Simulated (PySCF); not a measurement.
ClH₃O₃Sn. Atoms are numbered in the order given.

```xyz
8

O     -1.2915    -1.3514    -0.9289
Sn     0.0000     0.0000    -0.2477
O      1.8161    -0.4428    -0.9289
O     -0.5246     1.7941    -0.9289
Cl     0.0000     0.0000     2.1239
H     -2.1489    -1.2208    -0.4756
H      2.1317    -1.2506    -0.4756
H      0.0172     2.4714    -0.4756
```

Geometry optimised at PBE-D3(BJ)/def2-SVP. The structure was generated by enumeration; whether it is a known compound was not checked. The def2 effective core potentials stand for the cores of Sn; spin–orbit coupling is left out. Other conformers were not sampled.

Computed with PBE-D3(BJ)/def2-SVP (PySCF).

Frequencies are harmonic and unscaled.

Modes within 1.5 cm⁻¹ of each other (mostly degenerate sets) share a row, with their intensities summed.

Computed vibrational spectrum:
```tsv
mode	ν (cm⁻¹)	IR (km/mol)	moving atoms (share of kinetic energy)
1–2	46	69.5	H 67 %, O 22 %, Cl 11 %
3–4	152	79.3	O 51 %, Sn 19 %, Cl 18 %, H 12 %
5	155	23.6	H 57 %, O 31 %, Sn 10 %
6–7	176	21.0	O 68 %, H 29 %
8	192	136.4	O 49 %, H 42 %
9	357	48.2	Cl 77 %, Sn 21 %
10	586	26.9	O 93 %
11–12	619	146.3	O 83 %, Sn 16 %
13–15	876	214.9	H 93 %
16–17	3694	201.4	H 94 %
18	3695	0.2	H 94 %
```
